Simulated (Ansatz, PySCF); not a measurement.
CH4F2GeO2 (SMILES C[O][Ge]([OH])([F])[F]), singlet, geometry from GFN2-xTB, with bond 9-1 at 1.4 times its length. Base run: CASSCF(2,4)/STO-3G in PySCF.

The PySCF input:
```python
from pyscf import gto, scf, mcscf
import numpy

mol = gto.Mole()
mol.atom = '''
    C    -2.33129374   -0.33590795    0.91372663
    O    -1.27184066    0.50205532    0.44387401
    Ge    0.26926666    0.04403082   -0.08460113
    O     1.09359928   -1.04819646    0.92497678
    F     1.12854884    1.49618845   -0.26201991
    F     0.28048922   -0.61465016   -1.67869182
    H    -1.99605163   -0.98224799    1.72533238
    H    -2.73307158   -0.94705027    0.10477048
    H    -3.40910102    0.61569554    1.42419081
    H     1.94609728   -1.37276425    0.63202853
'''
mol.basis = 'sto-3g'
mol.verbose = 3
mol.build()

mf = scf.RHF(mol)
mf.kernel()
mc = mcscf.CASSCF(mf, 4, 2)
mc.fix_spin_(ss=0.0)
mc.kernel()
occ = numpy.linalg.eigvalsh(mc.fcisolver.make_rdm1(mc.ci, mc.ncas, mc.nelecas))[::-1]
ss = mc.fcisolver.spin_square(mc.ci, mc.ncas, mc.nelecas)[0]
print('natural occupations', occ.round(4), ' <S^2>', round(ss, 4))
```

Programs used: Ansatz (a quantum-chemistry and plane-wave program), PySCF; a row that names a program was run with it.

Each row names what was changed in the base input (with any setting that the change needs).

```
change                                                ΔE vs base (mEh)                      natural occupations  <S^2> of the state
----------------------------------------------------  ----------------  ---------------------------------------  ------------------
base                                                             0.000                      1.91 0.09 0.00 0.00                0.00
active space = 10 electrons, 8 orbitals                        -40.049  2.00 2.00 1.98 1.97 1.91 0.09 0.04 0.02                0.00
correction = SC-NEVPT2                                          -169.4                      1.91 0.09 0.00 0.00                0.00
orbitals = fixed (CASCI)                                        33.919                      1.99 0.01 0.00 0.00                0.00
start = MP2 natural orbitals                                    -0.127                      1.91 0.08 0.00 0.00                0.00
active space = 8 electrons, 7 orbitals                         -37.025       2.00 1.98 1.97 1.91 0.09 0.04 0.02                0.00
active space = 6 electrons, 4 orbitals                          -0.132                      2.00 2.00 1.92 0.09                0.00
fix_spin_ = off                                                  0.000                      1.91 0.09 0.00 0.00                0.00
solver = newton                                                 -0.127                      1.91 0.08 0.00 0.00                0.00
code = ansatz                                                   -0.113                                        -                   -
code = ansatz; correction = SC-NEVPT2, all electrons            -169.2                                        -                   -
```

Active orbitals are taken around the Fermi level unless the row says otherwise; CASSCF can end in different local minima, and two programs can end on different orbitals. State-averaged rows give the lowest state.
